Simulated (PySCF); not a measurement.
Delta-SCF ions had no search for a lower state. Excitations are Tamm–Dancoff values on a coarser integration grid. The basis has no diffuse functions, so Rydberg states are missing or too high.

# C7H7F3Si, SMILES `[SiH3]c1ccc(cc1)C(F)(F)F` (charge 0, multiplicity 1)

These are PBE-D3(BJ)/def2-TZVP // B3LYP-D3(BJ)/def2-SVP (PySCF) values and carry that method's errors.

```yaml
HOMO: -6.88 eV
dipole_moment: 0.385 e·Å
HOMO–LUMO gap: 4.62 eV
LUMO: -2.26 eV
S1 excitation (TDA): 4.97 eV
S1 oscillator strength: 0.005
brightest of the four lowest singlets (TDA): 5.74 eV
T1 excitation (TDA): 3.97 eV
S1–T1 gap (TDA): 1.01 eV
vertical ionisation energy (Delta-SCF): 9.40 eV
total_energy: -859.4658 Ha
cost: about 19 core-minutes (a rough figure)
```

Bonds (Å): F1–C2 1.344, C2–F3 1.344, C2–F4 1.347, C2–C5 1.507, C5–C6 1.398, C5–C11 1.398, C6–C7 1.395, C6–H12 1.091, C7–C8 1.406, C7–H13 1.093, C8–Si9 1.885, C8–C10 1.406, Si9–H14 1.493, Si9–H15 1.491, Si9–H16 1.491, C10–C11 1.395, C10–H17 1.093, C11–H18 1.091. Angles (°): F1–C2–F3 107.6, F1–C2–F4 106.9, F1–C2–C5 111.8, F3–C2–F4 106.9, F3–C2–C5 111.8, F4–C2–C5 111.4, C2–C5–C6 120.0, C2–C5–C11 120.0, C6–C5–C11 120.0, C5–C6–C7 119.8, C5–C6–H12 119.8, C7–C6–H12 120.4, C6–C7–C8 121.2, C6–C7–H13 118.8, C8–C7–H13 120.0, C7–C8–Si9 121.0, C7–C8–C10 118.1, Si9–C8–C10 121.0, C8–Si9–H14 110.8, C8–Si9–H15 109.5, C8–Si9–H16 109.5, H14–Si9–H15 108.5, H14–Si9–H16 108.5, H15–Si9–H16 110.0, C8–C10–C11 121.2, C8–C10–H17 120.0, C11–C10–H17 118.8, C5–C11–C10 119.8, C5–C11–H18 119.8, C10–C11–H18 120.4.
Charge 0, spin multiplicity 1.
